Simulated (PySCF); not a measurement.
## Arsenic: a sound run and one with changed settings

Sound run: As [Ar] 3d10 4s2 4p3, As⁺ [Ar] 3d10 4s2 4p2. All numbers are calculated (PySCF 2.14, scalar relativity by spin-free X2C-1e, in aug-cc-pVDZ-DK (6s5p3d, 36 functions)). The sound run starts from symmetry-adapted Hartree-Fock orbitals and uses a fine grid where one is needed.

Changed run: initial guess 1e, at most 5 SCF cycles. This setting is unsound on purpose.

| species | method | sound run (hartree) | changed run (hartree) | converged |
| --- | --- | --- | --- | --- |
| As | UHF | -2258.91786 | -2258.91786 | no |
| As | B3LYP | -2260.65575 | -2260.65575 | no |
| As | LDA | -2257.16516 | -2257.16516 | no |
| As⁺ | UHF | -2258.57112 | -2258.57112 | no |
| As⁺ | B3LYP | -2260.29365 | -2260.29365 | no |
| As⁺ | LDA | -2256.79611 | -2256.79611 | no |

The SCF was stopped early; the energies are upper bounds that still move, and correlated levels were skipped or rest on poor orbitals.
